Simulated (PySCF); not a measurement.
# NMR data sheet: C12H11N

```yaml
Formula: C12H11N
SMILES: c1ccc(Cc2ccccn2)cc1
Point_group_of_the_computed_structure: C1
Degrees_of_unsaturation: 8
Carbon_signals: 10
Proton_signals: 8
```

Atoms are numbered as in `[cH:1]1[cH:2][cH:3][c:4]([CH2:5][c:6]2[cH:7][cH:8][cH:9][cH:10][n:11]2)[cH:12][cH:13]1`. Each H is labelled by its parent atom.

Computed data (PySCF): spin–spin couplings from B3LYP/pcJ-1 (without the spin–dipole term), PBE0-D3(BJ)/def2-SVP geometry, shieldings: GIAO KT2/pcSseg-1. Isolated molecule, relativity neglected, equivalent nuclei averaged, a single conformation.

Scale: 1H (31.18 ppm), 13C (183.22 ppm) vs TMS; 15N (264.30 ppm) against NH3 (reference shieldings calculated alike).

| carbon | δC, type | δH (multiplicity, J in Hz) | HMBC from (abs. J ≥ 3 Hz) | span of the C tensor (ppm) |
| --- | --- | --- | --- | --- |
| C1 | 121.4, CH | 6.99 (m) | H(C3)/H(C12) | 211 |
| C2/C13 | 123.5, CH | 7.08 (m) | H(C2)/H(C13) | 211 |
| C3/C12 | 124.3, CH | 7.09 (m) | H(C3)/H(C12), H(C1), H(C5) | 197 |
| C4 | 137.2, C | – | H(C2)/H(C13), H(C5) | 212 |
| C5 | 49.4, CH2 | 3.95 (s) | H(C3)/H(C12) | 28 |
| C6 | 156.0, C | – | H(C10), H(C8), H(C5) | 202 |
| C7 | 119.8, CH | 6.86 (dd, 8.7, 1.0) | H(C9), H(C5) | 206 |
| C8 | 129.6, CH | 7.25 (td, 8.4, 1.7) | H(C10) | 224 |
| C9 | 116.2, CH | 6.69 (dd, 8.1, 5.5) | H(C10), H(C7) | 209 |
| C10 | 142.9, CH | 8.31 (dt, 5.5, 1.3) | H(C8), H(C9) | 195 |

Other nuclei:
```tsv
atoms	nucleus	environment	δ (ppm)	σ (ppm)
N11	15N	pyridine-type ring nitrogen	329.2	-64.9
```

Selected couplings (Hz, signed; the shortest-range and largest first, 30 at most; isotopes 13C, 1H, 15N): 1J(C10,H(C10)) 185.4, 1J(C9,H(C9)) 170.6, 1J(C7,H(C7)) 168.8, 1J(C8,H(C8)) 167.7, 1J(C1,H(C1)) 166.9, 1J(C2,H(C2)) 165.8, 1J(C3,H(C3)) 165.0, 1J(C5,H(C5)) 135.0, 2J(N11,H(C10)) -12.5, 3J(H(C7),H(C8)) 8.7, 3J(H(C2),H(C3)) 8.5, 3J(H(C1),H(C2)) 8.3, 3J(H(C8),H(C9)) 8.1, 3J(H(C9),H(C10)) 5.5, 3J(N11,H(C5)) -3.0, 3J(N11,H(C9)) -1.3, 4J(H(C8),H(C10)) 1.7.

1. Carbon types of the structure: 2 × C, 9 × CH, 1 × CH2, which accounts for all hydrogens.
2. δC 156.0: substituted aromatic carbon next to a ring nitrogen.
3. δC 142.9: aromatic CH next to a ring nitrogen; the adjacent pyridine-type nitrogen withdraws density from it.
4. δC 137.2: substituted aromatic carbon.
5. δC 129.6, 124.3, 123.5, 121.4, 119.8, 116.2: aromatic CH.
6. δH 8.31: hydrogen on an aromatic CH next to a ring nitrogen; ring current plus the neighbouring ring nitrogen.
7. The protons at 6.86 and 7.25 share a coupling of 8.7 Hz (vicinal, an ortho-type coupling).
8. The protons at 7.25 and 6.69 share a coupling of 8.1 Hz (vicinal, an ortho-type coupling).
9. The protons at 6.69 and 8.31 share a coupling of 5.5 Hz (vicinal, an ortho-type coupling).

Splittings below 1 Hz are ignored in the labels, and close J values are merged. Couplings among chemically equivalent protons are left out too, so labels in AA′BB′ or AA′XX′ sets are apparent multiplicities. Unscaled 3J(H,H) at this level run about 10 % above measured values. Shifts are as computed. Against solution values, carbons near 30 ppm lie about +2 ppm off and those near 130 ppm about -5 ppm (rms about the fit 1.2 ppm; single classes can miss by 10 ppm). Of 1328 compounds with measured shifts, 309 miss one by over three times the rms of a fit or turn the order of signals round; such compounds aren't used in these exercises. Signals without a measured value on file couldn't be tested in this way. Experimental scales use liquid or dissolved standards, which lie at an offset from isolated NH3 (liquid NH3: subtract about 20 ppm). Unscaled 15N shifts of sp2 nitrogen often come out too high even then, by a few to some tens of ppm.
